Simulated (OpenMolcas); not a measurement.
Au VIII: effect of the IPEA shift

```yaml
Program: OpenMolcas 26.06
Basis: ANO-RCC-VDZP [7s6p4d2f]
Scalar_Hamiltonian: DKH2, point nucleus
Active_space: 4 electrons in 5 orbitals (5d)
State_averaging: 2S+1 = 5 even, 5 roots; 2S+1 = 3 even, 45 roots; 2S+1 = 1 even, 50 roots
Spin-orbit_coupling: RASSI with atomic mean-field integrals over the reference wave functions, term energies averaged over their components
```

Methods on the same reference wave functions:
A. CASSCF
B. MS-CASPT2, IPEA 0 Eh, imaginary shift 0.1 Eh (closed shells correlated: 5s 5p)
C. MS-CASPT2, IPEA 0.25 Eh, imaginary shift 0.1 Eh (closed shells correlated: 5s 5p)

Energies in cm⁻¹ above 5d⁴ ⁵D₁.

```json
{"Level": "5d⁴ ⁵D₁", "A": "0.0", "B": "0.0", "C": "0.0"}
{"Level": "5d⁴ ⁵D₂", "A": "7128", "B": "7340", "C": "7310"}
{"Level": "5d⁴ ⁵D₃", "A": "12056", "B": "12080", "C": "12080"}
{"Level": "5d⁴ ³G₃ [61 %]", "A": "31143", "B": "29920", "C": "30090"}
{"Level": "5d⁴ ³F₂(1) [56 %]", "A": "32457", "B": "30600", "C": "30820"}
{"Level": "5d⁴ ³H₅ [73 %]", "A": "33719", "B": "33410", "C": "33570"}
{"Level": "5d⁴ ³P₁(1) [67 %]", "A": "35096", "B": "33190", "C": "33480"}
{"Level": "5d⁴ ³H₆ [68 %]", "A": "37164", "B": "37150", "C": "37210"}
{"Level": "5d⁴ ³G₄ [66 %]", "A": "41648", "B": "40390", "C": "40600"}
{"Level": "5d⁴ ³G₅ [73 %]", "A": "54855", "B": "54000", "C": "54190"}
{"Level": "5d⁴ ¹I₆ [68 %]", "A": "57146", "B": "57130", "C": "57110"}
{"Level": "5d⁴ ³D₁", "A": "57265", "B": "54700", "C": "55000"}
{"Level": "5d⁴ ¹S₀(1) [67 %]", "A": "66185", "B": "62200", "C": "62580"}
{"Level": "5d⁴ ¹F₃ [54 %]", "A": "69614", "B": "66780", "C": "66990"}
{"Level": "5d⁴ ³F₃(2) [74 %]", "A": "83336", "B": "80080", "C": "80290"}
{"Level": "5d⁴ ³P₁(2)", "A": "84451", "B": "80460", "C": "80810"}
{"Level": "5d⁴ ¹G₄(2) [67 %]", "A": "88897", "B": "85650", "C": "85880"}
{"Level": "5d⁴ ³P₀(2)", "A": "88949", "B": "84380", "C": "84890"}
{"Level": "5d⁴ ¹D₂(2)", "A": "108751", "B": "103460", "C": "103580"}
{"Level": "5d⁴ ¹S₀(2)", "A": "136874", "B": "129370", "C": "129580"}
```

A puts 5d⁴ ⁵D₀ [57 %] lowest. B puts 5d⁴ ⁵D₀ [52 %] lowest. C puts 5d⁴ ⁵D₀ [52 %] lowest.

Between B and C the level of the table that moves most is 5d⁴ ³P₀(2), by 510 cm-1 (lowest in B, highest in C). Moves below CASPT2's spread within the term are not significant.

From A to B the spin-free energies of the other terms of 5d⁴ shown, above ⁵D, scale by factors of 0.87 to 0.98.

The lowest spin-free term lies below A's lowest term by 0.140 hartree in B, 0.135 hartree in C.

CASPT2 does not keep the components of a term degenerate, so their means are used; among the terms shown or strongly mixed into the levels shown the widest spread is 960 cm-1 (5d⁴ ¹I, C). The basis is small and was not contracted for so high a charge. The CASPT2 spread within a term exceeds the gap to the next term for 5d⁴ ¹I and 5d⁴ ¹G(1), so the order of their levels is uncertain (figures for B; the like holds for C). Without dynamic correlation excited terms often stand tens of per cent too high (terms of higher spin than the ground term too low), and those without a measured partner can miss by more than the paired ones (holds for A). Only configurations of the active space appear. Levels that lie high or do not pair safely by name in every column are left out.

A share in square brackets marks a mixed level and gives the weight of the term that names it, the lowest over the columns. A number in round brackets counts repeated terms of one configuration in the order of the reference energies.
